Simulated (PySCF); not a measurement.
Method: core-valence-separated Tamm–Dancoff BHandHLYP/aug-pcX-1 (pcseg-1 on H) in PySCF, non-relativistic, gas phase, PBE0-D3(BJ)/def2-SVP geometry. Absolute energies from this functional tend to lie a few eV below measured edges; no shift was applied.

Main lines of an unknown, eV (oscillator strength): C K: 282.6 (0.045), 282.7 (0.076), 285.4 (0.010), 285.8 (0.011), 285.9 (0.013); F K: 685.1 (0.025), 686.4 (0.007), 687.0 (0.003), 687.6 (0.006). Listed: the first five lines at most of each edge with a tenth or more of its strongest line's intensity; roots within 0.03 eV on the same or equivalent atoms are summed. Only the lowest roots were sought, and the top ones are left out.

**Question.** Which candidate gives them?
A. `F[C@H]1CC12CCC2`
B. `C=C/C(=C\C)CF`
C. `C=C=CC[C@H](C)F`
D. `C[C@@H]1CC=C[C@H]1F`

**Answer.** D. 

- `C[C@@H]1CC=C[C@H]1F`: C K: 282.6 (0.045), 282.7 (0.076), 285.4 (0.010), 285.8 (0.011), 285.9 (0.013); F K: 685.1 (0.025), 686.4 (0.007), 687.0 (0.003), 687.6 (0.006). First C line listed at 282.6 eV, hole on the alkene CH carbon (1s→π*); first F line listed at 685.1 eV, hole on the alkyl fluorine.
- `C=C=CC[C@H](C)F`: C K: 283.1 (0.065), 283.2 (0.056), 283.2 (0.064), 283.4 (0.058), 285.4 (0.008); F K: 685.5 (0.031), 686.3 (0.005). First C line listed at 283.1 eV, hole on the central carbon of cumulated double bonds; first F line listed at 685.5 eV, hole on the alkyl fluorine.
- `F[C@H]1CC12CCC2`: C K: 285.6 (0.010), 285.6 (0.014), 285.7 (0.012), 285.8 (0.014), 285.9 (0.018); F K: 685.6 (0.026), 686.7 (0.010), 687.2 (0.003), 687.3 (0.003), 687.8 (0.004). First C line listed at 285.6 eV, hole on the four-membered-ring carbon; first F line listed at 685.6 eV, hole on the alkyl fluorine.
- `C=C/C(=C\C)CF`: C K: 282.4 (0.055), 282.4 (0.062), 282.7 (0.053), 283.1 (0.053), 285.6 (0.007); F K: 685.5 (0.025), 686.7 (0.012), 687.3 (0.004), 687.8 (0.003), 688.0 (0.004). First C line listed at 282.4 eV, hole on the terminal =CH2 carbon (1s→π*); first F line listed at 685.5 eV, hole on the alkyl fluorine.

One conformer each; other structures than these candidates weren't tested.
